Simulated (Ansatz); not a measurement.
A nudged elastic band was laid between two geometries of BGaH$_{5}$N (8 atoms, charge 0, multiplicity 1).

All numbers below come from RKS B3LYP-D4/def2-SVP (Ansatz).

```
movable images  : 5
climbing image  : yes
spring          : 5.0 eV/Å²
optimiser       : quadratic models (default)
start path      : through a guess of the saddle point
force threshold : 0.05 eV/Å
iteration limit : 60
end points      : relaxed
```

First end point:

```xyz
8
Properties=species:S:1:pos:R:3
B -0.776 0.886 -1.331
Ga -0.286 0.191 0.572
N 1.027 -1.053 0.825
H -1.631 0.362 -2.006
H -0.250 1.862 -1.814
H -0.958 0.638 1.926
H 1.289 -1.411 1.737
H 1.586 -1.476 0.091
```

Last end point:

```xyz
8
Properties=species:S:1:pos:R:3
B -1.141 1.167 -0.692
Ga 0.247 -0.118 0.159
N 1.379 -1.381 0.841
H -1.600 0.391 -1.521
H -0.478 2.082 -1.139
H -1.882 1.421 0.240
H 1.930 -1.267 1.688
H 1.543 -2.295 0.424
```

Question: What changes between the two ends?

Answer: Bonds broken: Ga2–H6. Bonds formed: B1–H6.

Question: Give the energies along the band, and the barrier.

Answer: It converged. The highest image is number 2 of 0 to 6, 9.4 kcal/mol above the first end and 26.3 kcal/mol above the last; the last end lies 16.9 kcal/mol below the first. A vibrational analysis at the climbing image gives one clearly imaginary mode, 383i cm⁻¹: a first-order saddle point. The orbitals stay closed-shell, which can raise the energy where a bond breaks towards radicals; this wasn't checked here.

```
image  path coordinate (Å)  energy (kcal/mol)  Ga2–H6 (Å)  B1–H6 (Å)
    0                 0.00                0.0        1.58       3.27
    1                 0.89                3.3        1.59       2.88
    2                 1.78                9.4        1.67       2.16
    3                 2.38               -6.2        1.90       1.47
    4                 2.99              -16.7        2.38       1.24
    5                 3.60              -16.9        2.55       1.22
    6                 4.21              -16.9        2.63       1.22
```

Question: What is the geometry of the highest image?

Answer: 
```xyz
8
Properties=species:S:1:pos:R:3
B -0.871 0.989 -1.276
Ga 0.129 -0.113 0.017
N 1.211 -1.219 0.936
H -1.943 0.583 -1.648
H -0.586 2.157 -1.351
H -1.036 0.734 0.867
H 1.146 -1.359 1.938
H 1.950 -1.771 0.516
```

Question: What are the harmonic wavenumbers there?

Answer: 383i, 119, 265, 281, 448, 562, 600, 664, 744, 756, 843, 1104, 1514, 1616, 2574, 2688, 3582, 3687 cm⁻¹.

The band took 13 iterations and of the order of 4 core-minutes.

The run took 2 min on 2 threads of Arm Neoverse V1, with other jobs on the host, peak memory 0.17 GiB.
